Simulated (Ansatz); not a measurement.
Geometry optimisation, RKS PBE0/def2-SVP (Ansatz 0.2.0).

Input file:

```yaml
crystal:
  periodic: [false, false, false]
  atoms:
    - { symbol: "N", position_ang: [-1.6935, 0.9715, 0.239] }
    - { symbol: C, position_ang: [-0.5074, 1.0114, 0.9994] }
    - { symbol: Si, position_ang: [0.9249, 0.4334, -0.0434] }
    - { symbol: F, position_ang: [1.19, 1.4178, -1.3997] }
    - { symbol: Ge, position_ang: [0.6432, -1.7735, -0.6969] }
    - { symbol: H, position_ang: [-1.6157, 1.6427, -0.614] }
    - { symbol: H, position_ang: [-1.9065, 0.0469, -0.1045] }
    - { symbol: H, position_ang: [-0.258, 2.0587, 1.36] }
    - { symbol: H, position_ang: [-0.6118, 0.361, 1.9205] }
    - { symbol: H, position_ang: [2.185, 0.5236, 0.8017] }
    - { symbol: H, position_ang: [0.4542, -2.6515, 0.6015] }
    - { symbol: H, position_ang: [-0.6088, -1.8557, -1.5465] }
    - { symbol: H, position_ang: [1.8248, -2.2212, -1.5022] }
basis:
  gaussian: { orbitals: def2-SVP }
hamiltonian:
  xc: pbe0
relax:
  f_tol: 0.015
  max_steps: 40
output:
  orbitals: {}
```

Command:

```bash
$ ansatz run input.yaml --threads 2 --pin off --max-ram 3072MiB --backend cpu --events-out ev --progress --plain --runs-dir out
```

**Question.** Where does it end, and by what steps?

**Answer.** The forces met the threshold. The force dipped under the threshold on the way, but the program's further checks kept it going. After 14 steps the energy has fallen by 0.427 eV; H11 moved furthest, 0.31 Å.

| step | energy less start (eV) | largest force component (eV/Å) | accepted |
| --- | --- | --- | --- |
| 0 | 0.0000 | 2.414 | yes |
| 1 | -0.3201 | 1.531 | yes |
| 2 | -0.3832 | 0.911 | yes |
| 3 | -0.4001 | 0.867 | yes |
| 4 | -0.4167 | 0.567 | yes |
| 5 | -0.4253 | 0.042 | yes |
| 6 | -0.4255 | 0.041 | yes |
| 7 | -0.4260 | 0.007 | yes |
| 8 | -0.4263 | 0.020 | yes |
| 9 | -0.4262 | 0.043 | no |
| 10 | -0.4266 | 0.023 | yes |
| 11 | -0.4262 | 0.059 | no |
| 12 | -0.4268 | 0.020 | yes |
| 13 | -0.4268 | 0.017 | yes |
| 14 | -0.4269 | 0.010 | yes |

```xyz
13
Properties=species:S:1:pos:R:3
N -1.745 1.135 0.195
C -0.529 1.051 0.997
Si 0.979 0.404 0.059
F 1.098 1.338 -1.285
Ge 0.698 -1.841 -0.695
H -1.579 1.692 -0.642
H -2.035 0.213 -0.129
H -0.288 2.055 1.391
H -0.715 0.434 1.894
H 2.259 0.553 0.820
H 0.701 -2.813 0.502
H -0.648 -2.003 -1.432
H 1.824 -2.253 -1.660
```

Whether the end is a true minimum wasn't checked by a vibrational analysis.

Run time: 75 s on 2 threads of Arm Neoverse V2 (shared host), peak memory 0.36 GiB.
